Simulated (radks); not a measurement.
Ni2+, 26 electrons, occupied as [Ar] 3d8. All-electron calculation, scalar-relativistic Kohn-Sham, LDA (Slater exchange, Perdew-Wang correlation), spin-polarised, spherical densities, point nucleus; open shells are filled with parallel spins first; hard spherical wall at 12 bohr. Program: a radial shooting solver on a logarithmic mesh with Libxc functionals.

Normalised radial functions P(r) = r R(r), r in bohr:

| r | 2p down | 3s down | 3p up |
|---|---|---|---|
| 0.006771 | 0.0294 | 0.1990 | 0.0111 |
| 0.01002 | 0.0604 | 0.2647 | 0.0228 |
| 0.01495 | 0.1235 | 0.3356 | 0.0466 |
| 0.0223 | 0.2453 | 0.3883 | 0.0924 |
| 0.03327 | 0.4657 | 0.3804 | 0.1747 |
| 0.04924 | 0.8173 | 0.2546 | 0.3037 |
| 0.07345 | 1.3157 | -0.0390 | 0.4774 |
| 0.1096 | 1.8378 | -0.4418 | 0.6261 |
| 0.1622 | 2.0968 | -0.6902 | 0.5922 |
| 0.2419 | 1.8111 | -0.4172 | 0.1907 |
| 0.3609 | 1.0504 | 0.4374 | -0.5424 |
| 0.5384 | 0.3479 | 1.2042 | -1.1438 |
| 0.7968 | 0.0550 | 1.1673 | -1.1293 |
| 1.189 | 0.0028 | 0.5790 | -0.6417 |
| 1.773 | 0.0000 | 0.1401 | -0.2012 |
| 2.625 | 0.0000 | 0.0140 | -0.0303 |
| 3.915 | 0.0000 | 0.0004 | -0.0014 |
| 5.841 | 0.0000 | 0.0000 | 0.0000 |

2p down: eigenvalue -863.04 eV, 0 radial nodes, <r> = 0.215 bohr, 90 % of the charge inside 0.353 bohr. 3s down: eigenvalue -129.05 eV, 2 radial nodes at r = 0.0704, 0.300 bohr, <r> = 0.743 bohr, 90 % of the charge inside 1.12 bohr. 3p up: eigenvalue -92.005 eV, 1 radial node at r = 0.272 bohr, <r> = 0.779 bohr, 90 % of the charge inside 1.20 bohr.
